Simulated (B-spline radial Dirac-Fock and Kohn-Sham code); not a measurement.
**Core-level shifts of nickel with charge state**

Method: multi-electron Dirac-Fock with separately optimised hole states, Breit and Lamb-shift corrections added in first order. Computed with an atomic code on a B-spline grid. Each ion is free and in its tabulated ground configuration. Electron correlation is not included.

Reference: Ni, [Ar] 3d8 4s2, with L2 (2p1/2) 886.2 eV, L3 (2p3/2) 869.1 eV, M1 (3s) 129.3 eV, M2 (3p1/2) 84.84 eV, M4,5 (3d) 13.31 eV, Kα1 (K-L3) 7476.5 eV, Kβ1 (K-M3) 8262.9 eV, Lℓ (L3-M1) 739.8 eV. Shifts from it, in eV (a dash: the subshell is empty, belongs to an open shell averaged over j, or its hole state is left out as unreliable):

| ion | configuration | L2 (2p1/2) | L3 (2p3/2) | M1 (3s) | M2 (3p1/2) | M4,5 (3d) | Kα1 | Kβ1 | Lℓ |
| --- | --- | --- | --- | --- | --- | --- | --- | --- | --- |
| Ni⁺ | [Ar] 3d9 | +1.5 | +1.5 | +2.5 | +3.2 | +3.3 | +0.94 | -0.87 | -0.98 |
| Ni²⁺ | [Ar] 3d8 | +21.5 | +21.5 | +21.1 | +21.4 | +21.2 | +0.37 | +0.49 | +0.42 |
| Ni³⁺ | [Ar] 3d7 | +45.1 | +45.1 | +42.4 | +42.1 | +41.8 | -0.30 | +2.81 | +2.77 |
| Ni⁴⁺ | [Ar] 3d6 | +71.9 | +71.9 | +65.8 | +64.9 | +64.8 | -1.02 | +6.16 | +6.12 |
| Ni⁵⁺ | [Ar] 3d5 | ? | ? | ? | ? | ? | ? | ? | ? |
| Ni⁶⁺ | [Ar] 3d4 | +134.0 | +134.0 | +118.1 | +115.9 | +117.0 | -2.48 | +16.02 | +15.94 |
| Ni⁷⁺ | [Ar] 3d3 | +169.1 | +169.1 | +146.7 | +143.8 | +146.1 | -3.15 | +22.60 | +22.43 |

**Question.** Give the missing shifts for Ni⁵⁺.

**Answer.** L2 (2p1/2) +101.6, L3 (2p3/2) +101.6, M1 (3s) +91.1, M2 (3p1/2) +89.5, M4,5 (3d) +89.9, Kα1 -1.76, Kβ1 +10.55, Lℓ +10.50 (eV).

Over this range L2 (2p1/2) moves by +169.1 eV and Kα1 by -3.2 eV: a line is a difference of two levels that shift in the same direction.
